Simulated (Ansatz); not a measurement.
Basis sets compared for the cluster Zn3Se3. Total charge 0; singlet. Geometry PBE-D4/def2-SVP. Ansatz on 4 threads of Arm Neoverse V2 on a shared host; times are rough, and most runs start from earlier orbitals.

```
atom   x (Å)   y (Å)   z (Å)
 Zn1   1.137   0.238  -1.165
 Zn2  -1.339  -0.896  -0.329
 Zn3   0.203   0.658   1.495
 Se4  -0.328  -1.053  -2.401
 Se5  -1.828  -0.379   1.869
 Se6   2.155   1.432   0.531
```

The structure comes from a short search, and lower isomers may exist.

Binding counts from free atoms (Zn singlet, Se triplet) in the same basis, without a counterpoise term.

```json
{"level": "HF/STO-3G", "functions": "108", "energy (Eh)": "-12392.6604", "HOMO (eV)": "-3.62", "LUMO (eV)": "2.55", "binding per atom (eV)": "2.48", "wall time": "10 s"}
{"level": "HF/def2-TZVP (with forces)", "functions": "288", "energy (Eh)": "-12533.1935", "HOMO (eV)": "-9.30", "LUMO (eV)": "0.32", "binding per atom (eV)": "1.32", "wall time": "16 s"}
{"level": "PBE-D4/def2-SVP", "functions": "189", "energy (Eh)": "-12539.5611", "HOMO (eV)": "-5.66", "LUMO (eV)": "-2.65", "binding per atom (eV)": "2.31", "wall time": "3.4 s"}
{"level": "PBE-D4/def2-TZVP", "functions": "288", "energy (Eh)": "-12541.2402", "HOMO (eV)": "-5.95", "LUMO (eV)": "-3.10", "binding per atom (eV)": "2.16", "wall time": "7.5 s"}
{"level": "PBE0-D4/def2-SVP", "functions": "189", "energy (Eh)": "-12539.8737", "HOMO (eV)": "-6.79", "LUMO (eV)": "-1.94", "binding per atom (eV)": "2.26", "wall time": "8 s"}
{"level": "PBE0-D4/def2-TZVP", "functions": "288", "energy (Eh)": "-12541.5237", "HOMO (eV)": "-7.00", "LUMO (eV)": "-2.38", "binding per atom (eV)": "2.16", "wall time": "22 s"}
```

Estimate the rows for HF/def2-TZVPD, PBE-D4/def2-TZVPD, PBE0-D4/def2-TZVPD.


```
             level  functions  energy (Eh)  HOMO (eV)  LUMO (eV)  binding per atom (eV)  wall time
     HF/def2-TZVPD        324  -12533.1948      -9.32       0.24                   1.32       16 s
 PBE-D4/def2-TZVPD        324  -12541.2421      -5.98      -3.12                   2.16       11 s
PBE0-D4/def2-TZVPD        324  -12541.5252      -7.03      -2.40                   2.16       23 s
```
